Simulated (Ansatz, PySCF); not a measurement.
Gas-phase reaction (SMILES): CC(=O)O[Si](F)(F)F + 2 C (CH4) + O (H2O) + 3 [SiH4] (SiH4) -> C=O (CH2O) [formaldehyde] + CC (C2H6) [ethane] + CO (CH4O) [methanol] + 3 F[SiH3] [fluorosilane] + O[SiH3] [hydroxysilane]; bond separation energy.

Geometries: B3LYP-D3(BJ)/def2-TZVP minima from Ansatz (a quantum-chemistry and plane-wave program), one conformer each, not searched for the lowest. Correlated levels leave the core frozen unless marked. No spin-orbit coupling. Non-relativistic. CBS marks a two-point X^-3 extrapolation of the correlation energy; Hartree-Fock from the larger set. The bracket is a focal-point correction in the basis named. Thermal terms are rigid-rotor harmonic-oscillator values from B3LYP-D3(BJ) frequencies (Ansatz or PySCF) at 298.15 K and 1 atm. 1 Eh = 627.5095 kcal/mol.

```csv
species,"E, RI-MP2/CBS(cc-pV(T+d)Z,cc-pV(Q+d)Z)+[CCSD(T)-MP2]/cc-pV(T+d)Z (Ansatz) (Eh)","E, B3LYP-D3(BJ)/def2-TZVPD (Ansatz + dftd3) (Eh)",H - E (Eh),G - E (Eh)
CC(=O)O[Si](F)(F)F,-816.97919,-818.04823,0.07134,0.02644
C (CH4),-40.46125,-40.53958,0.04840,0.02728
C=O (CH2O),-114.39194,-114.55703,0.03033,0.00552
CC (C2H6),-79.71807,-79.86964,0.07887,0.05302
CO (CH4O),-115.61425,-115.78119,0.05533,0.02827
F[SiH3],-390.71877,-391.27436,0.03157,0.00450
O (H2O),-76.37659,-76.46738,0.02495,0.00353
O[SiH3],-366.68646,-367.23056,0.04319,0.01395
[SiH4] (SiH4),-291.46100,-291.91976,0.03520,0.01198
```

Q: Work out ΔE and ΔH, ΔG, ΔS and the equilibrium constant at 298.15 K at the first level, then ΔH at the second.

A: 
1. ΔE = [(-114.39194) + (-79.71807) + (-115.61425) + 3×(-390.71877) + (-366.68646)] - [(-816.97919) + 2×(-40.46125) + (-76.37659) + 3×(-291.46100)] = 0.09425 Eh = 59.1 kcal/mol at RI-MP2/CBS(cc-pV(T+d)Z,cc-pV(Q+d)Z)+[CCSD(T)-MP2]/cc-pV(T+d)Z.
2. The terms H - E add up to 0.00374 Eh, so ΔH = (0.09425 + (0.00374))×627.5095 = 61.5 kcal/mol.
3. The terms G - E add up to -0.00621 Eh, so ΔG = 55.2 kcal/mol, and ΔS = (0.00374 - (-0.00621))×627509.5/298.15 = 20.9 cal/(mol K).
4. log10 K = -ΔG/(RT ln 10) = -40.5, with RT ln 10 = 1.3642 kcal/mol.
5. With ΔH and ΔS taken as constant, ΔG changes sign near ΔH/ΔS = 2940 K, a rough figure that leaves out heat capacities.
6. At B3LYP-D3(BJ)/def2-TZVPD the same steps give ΔE = 58.1 and ΔH = 60.4 kcal/mol, a shift of -1.1 from the first level.
7. These values are not checked against measurement here, since the tables used lack a sound gas-phase enthalpy of formation for at least one species.
